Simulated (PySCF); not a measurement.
C3H8OSi2, SMILES C1[Si@@H](OC)[SiH2]C=1. Coordinates come from a PBE-D3(BJ)/def2-SVP optimisation. The structure was generated by enumeration; whether it is a known compound was not checked. One conformer was computed; it need not be the lowest.

Computed equilibrium geometry at PBE-D3(BJ)/def2-SVP (PySCF confirms it by a frequency run) as Cartesian coordinates in Å (one conformer of several):
```xyz
14

C      2.9774    -0.4414     0.2951
O      1.7679     0.2867     0.2129
Si     0.2364    -0.3854     0.3943
C     -0.7178    -0.9444    -1.1467
C     -1.8584    -0.1907    -1.1105
Si    -1.6307     1.0352     0.3294
H      3.8006     0.2570     0.5537
H      3.2325    -0.9261    -0.6750
H      2.9421    -1.2370     1.0762
H      0.3442    -1.4756     1.4400
H     -0.5298    -1.7209    -1.9129
H     -2.6968    -0.3226    -1.8214
H     -2.7013     1.0346     1.3925
H     -1.4214     2.4594    -0.1161
```
